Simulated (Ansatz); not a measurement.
Relaxation of FGeH2O (5 atoms, charge 0, multiplicity 2), to a largest force component of 0.015 eV/Å in at most 40 steps.

Method: UKS BLYP-D4/def2-SVPD (Ansatz).

```xyz
5
Properties=species:S:1:pos:R:3:forces:R:3
O 1.247 -0.201 -0.357 -0.88 1.20 -0.99
Ge -0.372 0.304 0.360 0.61 0.26 0.96
F -1.113 1.619 -0.580 0.04 0.03 -0.48
H 1.610 -0.875 0.205 0.70 -1.06 0.76
H -1.322 -0.921 0.331 -0.47 -0.44 -0.26
```

Problem. Where does it end, and by what steps?

Solution. The run converged. After 7 steps the energy has fallen by 0.147 eV; F3 moved furthest, 0.15 Å.

```json
{"step": "0", "energy less start (eV)": "0.0000", "largest force component (eV/Å)": "1.203", "accepted": "yes"}
{"step": "1", "energy less start (eV)": "-0.1112", "largest force component (eV/Å)": "0.513", "accepted": "yes"}
{"step": "2", "energy less start (eV)": "-0.1370", "largest force component (eV/Å)": "0.274", "accepted": "yes"}
{"step": "3", "energy less start (eV)": "-0.1341", "largest force component (eV/Å)": "0.488", "accepted": "no"}
{"step": "4", "energy less start (eV)": "-0.1441", "largest force component (eV/Å)": "0.063", "accepted": "yes"}
{"step": "5", "energy less start (eV)": "-0.1458", "largest force component (eV/Å)": "0.022", "accepted": "yes"}
{"step": "6", "energy less start (eV)": "-0.1464", "largest force component (eV/Å)": "0.032", "accepted": "yes"}
{"step": "7", "energy less start (eV)": "-0.1470", "largest force component (eV/Å)": "0.006", "accepted": "yes"}
```

```xyz
5
Properties=species:S:1:pos:R:3
O 1.163 -0.177 -0.355
Ge -0.391 0.279 0.488
F -0.994 1.542 -0.630
H 1.723 -0.807 0.138
H -1.451 -0.910 0.317
```

Time of the run: 7.8 s on 2 threads of AMD EPYC 9R45 (Zen 5), on a shared host, peak memory 0.17 GiB.
